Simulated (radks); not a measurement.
Spherical quantum dot in the effective-mass picture: electrons in a well V = -V0 / (1 + exp((r - R)/a)) with V0 = 5.87, R = 4.52, a = 0.3, all in effective atomic units (hartree* = m*/eps^2 hartree, bohr* = eps/m* bohr), one dielectric constant everywhere. Method: non-relativistic Kohn-Sham, exchange-only LDA, spin-polarised, spherical densities; computed with a radial shooting solver with Libxc functionals. Levels are named by radial order and angular momentum (1s, 1p, 1d, 2s, ...), and open shells are averaged over m. Results are scaled to m* = 0.271 and eps = 15.1, for which hartree* = 32.34 meV and bohr* = 2.949 nm.

N = 7, configuration 1s2 1p(up 3, down 2). This is the lowest configuration that the search found. Occupied and some empty levels:

level    occupation  eigenvalue (meV)  <r> (nm)
1s up             1           -114.78     7.857
1s down           1           -113.89     7.847
1p up             3           -109.05     8.568
1p down           2           -108.13     8.573
1d up             0           -100.37     9.105
1d down           0           -99.463     9.115
2s up             0           -89.583     6.530
1f up             0           -89.283     9.541
2s down           0           -88.950     6.524
1f down           0           -88.402     9.552

Energy (meV): total -1007.71, kinetic 82.937, external -1292.8, Hartree 252.41, exchange-correlation -50.287.

Electron density:

r (nm)  n(r) (e/nm^3)
0.346       0.0004138
1.21        0.0004636
2.08        0.0005676
2.95        0.0007213
3.82        0.0009157
4.69         0.001132
5.55         0.001340
6.42         0.001500
7.29         0.001563
8.16         0.001486
9.03         0.001257
9.89        0.0009159
10.8        0.0005481
11.6        0.0002560
12.5       0.00008814
13.4       0.00002221
14.2        4.340e-06
15.1        7.218e-07
16.0        1.129e-07
16.8        1.739e-08
